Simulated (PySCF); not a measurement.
**Computed properties of GeHF3, SMILES [F][GeH]([F])[F]**

GeHF3, SMILES [F][GeH]([F])[F]. Coordinates come from a TPSSh-D3(BJ)/def2-SVP optimisation. One conformer was computed; it need not be the lowest. All values are computed for the isolated molecule unless a solvent is named; none is compared with measurement here.

**Structure.** The optimised structure has C3v symmetry. All 9 harmonic modes at TPSSh-D3(BJ)/def2-SVP (PySCF) are real, so it is a minimum. With heavy atoms numbered as in [GeH:1]([F:2])([F:3])[F:4], the shortest bond between them is Ge1–F3 at 1.721 Å and the longest Ge1–F4 at 1.721 Å.

**Vibrations.** The strongest infrared lines (harmonic, unscaled, degenerate partners summed) lie at 764 cm⁻¹ (178 km/mol, F 75 %, Ge 25 %), 715 cm⁻¹ (106 km/mol, H 95 %), 276 cm⁻¹ (50 km/mol, F 67 %, Ge 32 %). The softest mode is at 222 cm⁻¹ and the zero-point energy is 9.5 kcal/mol.

**Electronic structure.** HF/def2-TZVPD (PySCF) places the frontier levels at -15.60 and 1.80 eV, a gap of 17.40 eV, and gives a dipole moment of 2.74 D and a mean polarisability of 24.7 bohr³.

**Excitations.** TDA-B3LYP/def2-SVPD (PySCF) has S1 at 9.06 eV (137 nm, f = 0.000, dark); the most intense of the 10 singlets computed lies at 9.27 eV (f = 0.23). Strengths of degenerate partners are summed. T1 (TDA) is at 7.84 eV, 1.22 eV under S1. No vertical singlet excitation falls in the visible range (under 3.1 eV).

**NMR.** GIAO shifts at HF/pcSseg-2 (PySCF) (non-relativistic, atoms alike by connectivity averaged): ¹H at 5.8 ppm against TMS; ¹⁹F at -147.1 ppm against CFCl3.
